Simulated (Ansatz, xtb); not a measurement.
C6H7NO2: which of two isomers lies lower

Structure a: `CNC(=O)C#CC(C)=O`, a singlet. Structure b: `C=C(O)C#CC(=O)NC`, a singlet. Both are isolated molecules in the gas phase, relaxed with B3LYP-D3(BJ)/def2-SVP; the shapes shown needn't be the lowest conformers.

a (Å):

```csv
atom,x (Å),y (Å),z (Å)
C,0.9028,-1.8133,0.3206
C,0.2217,0.5508,0.1932
C,-0.9442,1.4317,0.0689
C,-1.8856,2.1959,-0.0213
C,-3.0048,3.1315,-0.1362
C,-2.8703,4.1726,-1.2234
N,-0.0985,-0.7746,0.2062
O,1.3536,0.9945,0.2713
O,-3.9602,3.0555,0.6059
H,0.7982,-2.3735,1.2652
H,0.8375,-2.5238,-0.5197
H,1.8884,-1.3310,0.3056
H,-1.0794,-1.0270,0.1756
H,-3.7683,4.8039,-1.2385
H,-1.9750,4.7893,-1.0406
H,-2.7299,3.6841,-2.2015
```

b (Å):

```xyz
16

C    -0.2012    1.5884    2.8336
C    -1.4331    1.2145    2.4388
C    -1.6580    0.1640    1.4926
C    -1.9275   -0.7152    0.6949
C    -2.3067   -1.7605   -0.2539
C    -1.3992   -3.4949   -1.7526
N    -1.2413   -2.4241   -0.7930
O    -2.5427    1.8334    2.9343
O    -3.4732   -1.9971   -0.5206
H     0.6795    1.0890    2.4335
H    -0.0801    2.3955    3.5581
H    -3.3302    1.4356    2.5402
H    -0.3118   -2.1475   -0.5006
H    -0.9833   -4.4429   -1.3719
H    -0.9068   -3.2542   -2.7097
H    -2.4741   -3.6265   -1.9305
```

Quicker runs give these differences E(b) − E(a): GFN2-xTB +8.1 kcal/mol; HF/STO-3G +19.9 kcal/mol (at GFN2-xTB geometries); r2SCAN-D4/def2-SVP +10.0 kcal/mol (at GFN2-xTB geometries).

Task: Estimate E(b) − E(a) at the level CCSD(T)/def2-SVP + ΔMP2/def2-TZVPP.

Result: Calculated at CCSD(T)/def2-SVP + ΔMP2/def2-TZVPP: E(b) − E(a) = +9.1 kcal/mol, so structure a lies lower.

Level by level:

```csv
level,geometry,E(b) − E(a) (kcal/mol),departure from the last row (kcal/mol),"job, with rough time for the two"
GFN2-xTB,GFN2-xTB,+8.1,−1.1,"optimisation, 0.82 s"
HF/STO-3G,GFN2-xTB,+19.9,+10.8,"single point, 2.5 s"
r2SCAN-D4/def2-SVP,GFN2-xTB,+10.0,+0.8,"single point, 13 s"
B3LYP-D3(BJ)/def2-SVP,B3LYP-D3(BJ)/def2-SVP,+10.4,+1.3,"optimisation, 10 min"
HF/def2-SVP,B3LYP-D3(BJ)/def2-SVP,+13.1,+3.9,part of the CCSD(T) run
MP2/def2-SVP,B3LYP-D3(BJ)/def2-SVP,+13.5,+4.3,part of the CCSD(T) run
CCSD(T)/def2-SVP,B3LYP-D3(BJ)/def2-SVP,+13.0,+3.9,single point
CCSD(T)/def2-SVP + ΔMP2/def2-TZVPP,B3LYP-D3(BJ)/def2-SVP,+9.1,,"single point, 8.3 min"
```

As drawn, b has 1 C=C, 1 C–O, 1 O–H in place of 1 C=O, 1 C–C, 1 C–H.

The levels shown agree on the order. The largest departure from CCSD(T)/def2-SVP + ΔMP2/def2-TZVPP is that of HF/STO-3G, 10.8 kcal/mol. The last row adds to CCSD(T) the change of the MP2 difference between the two basis sets, here −3.9 kcal/mol, a large step that makes the value less sure.

With thermal terms from frequencies at re-optimised GFN2-xTB minima (ideal gas, soft modes damped towards free rotors, one conformer each, 298.15 K, 1 atm): the zero-point term adds −0.2 kcal/mol; ΔH is +8.8 and ΔG +9.5 kcal/mol.

The correlated steps freeze 9 core orbitals. Codes used: Ansatz 0.2.0, xtb 6.7.1; the last row on 2 threads of Intel(R) Xeon(R) Processor @ 2.50GHz (Skylake/Cascade Lake) on a shared host.
